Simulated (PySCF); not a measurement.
PySCF input for C2H6F2Si, SMILES F[SiH2][C@H](F)C, KT2/pcSseg-1. Geometry optimised at ωB97X-D3(BJ)/def2-SVP. The structure was generated by enumeration; whether it is a known compound was not checked. One conformer was computed; it need not be the lowest.

```python
import numpy as np
from pyscf import gto, scf, dft
from pyscf.prop.nmr import rks as nmr

mol = gto.M(
    atom='''
    C    -1.97409013    0.49368435    0.52698239
    C    -0.80623146    0.09773205   -0.36110348
    F    -0.43842954    1.19229655   -1.15282793
    Si    0.72232740   -0.41821324    0.62619385
    F     1.86891767   -0.97033800   -0.38966037
    H    -2.32798631   -0.37118136    1.11037636
    H    -2.81014821    0.86332358   -0.08648335
    H    -1.68674889    1.29366064    1.22827882
    H    -1.11241627   -0.71516412   -1.04533750
    H     1.26187826    0.75985411    1.35226937
    H     0.37037427   -1.52163301    1.56130362
    ''',
    basis='pcSseg-1',
    charge=0,
    spin=0,
    max_memory=1600,
    verbose=3,
)
mf = dft.RKS(mol, xc='kt2')
mf.grids.level = 3
mf.conv_tol = 1e-10
mf.max_cycle = 100
mf.kernel()
n = nmr.NMR(mf)
n.verbose = 2
n.max_cycle_cphf = 60
sigma = n.kernel()
print('atom   isotropic/ppm   span/ppm')
for i, s in enumerate(sigma):
    w = np.linalg.eigvalsh((s + s.T) / 2)
    print(f'{mol.atom_symbol(i):2s}{i + 1:3d} {w.mean():14.3f} {w[2] - w[0]:11.3f}')
```

Program output:

```
converged SCF energy = -575.46417415323
atom   isotropic/ppm   span/ppm
C   1        167.632      35.744
C   2         95.952      99.156
F   3        395.741      70.789
Si  4        356.197     133.157
F   5        387.206      60.531
H   6         30.283       9.985
H   7         29.381       9.289
H   8         29.952       8.435
H   9         26.245       5.694
H  10         26.071       6.986
H  11         26.145       7.500
```

Self-consistency was reached.

Cost: about 21 core-seconds (a rough figure).
